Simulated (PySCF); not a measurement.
# How good is the calculation?

Numbering as in the mapped SMILES `[CH3:1][N:2]([CH3:3])[P:4]([N:5]([CH3:6])[CH3:7])[N:8]([CH3:9])[CH3:10]`. Hydrogens are named by the atom that carries them.

What is known from experiment: δ 31P P4 122.5 ppm (measured; O. Kühl, Phosphorus-31 NMR Spectroscopy, Springer 2008, chapter 6 (publisher's sample)).
δ 1H H(C1)/H(C3)/H(C6)/H(C7)/H(C9)/H(C10) 2.48 ppm (measured; solution; E. Pretsch, P. Bühlmann, M. Badertscher, Structure Determination of Organic Compounds, 4th ed., Springer 2009).
δ 31P P4 123.0 ppm (measured; E. Pretsch, P. Bühlmann, M. Badertscher, Structure Determination of Organic Compounds, 4th ed., Springer 2009).

Gas phase, single conformer, rapidly exchanging positions averaged, non-relativistic. PBE0-D3(BJ)/def2-SVP geometry; GIAO CAM-B3LYP/pcSseg-1 shieldings; PySCF 2.14.

Problem. How close does the calculation come?

Solution. 
Reference values: measured (O. Kühl, Phosphorus-31 NMR Spectroscopy, Springer 2008, chapter 6 (publisher's sample)).
```json
{"atoms": "P4", "quantity": "δ 31P vs 85 % H3PO4", "reference": "122.5", "computed": "120.1"}
```

Reference values: measured (solution; E. Pretsch, P. Bühlmann, M. Badertscher, Structure Determination of Organic Compounds, 4th ed., Springer 2009).
| atoms | quantity | reference | computed |
| --- | --- | --- | --- |
| H(C1)/H(C3)/H(C6)/H(C7)/H(C9)/H(C10) | δ 1H | 2.48 | 2.42 |

Reference values: measured (E. Pretsch, P. Bühlmann, M. Badertscher, Structure Determination of Organic Compounds, 4th ed., Springer 2009).
| atoms | quantity | reference | computed |
| --- | --- | --- | --- |
| P4 | δ 31P vs H3PO4 | 123.0 | 120.1 |

Computed shifts are σ(ref) − σ with the named reference compound (TMS for H and C) calculated as an isolated molecule at the same level.

Problem. How far are the unscaled 31P shifts from the references?

Solution. Mean signed difference -2.65 ppm, mean absolute 2.65 ppm over 2 comparisons; the largest is -2.9 ppm at P4 (phosphorus bonded to 3 N).
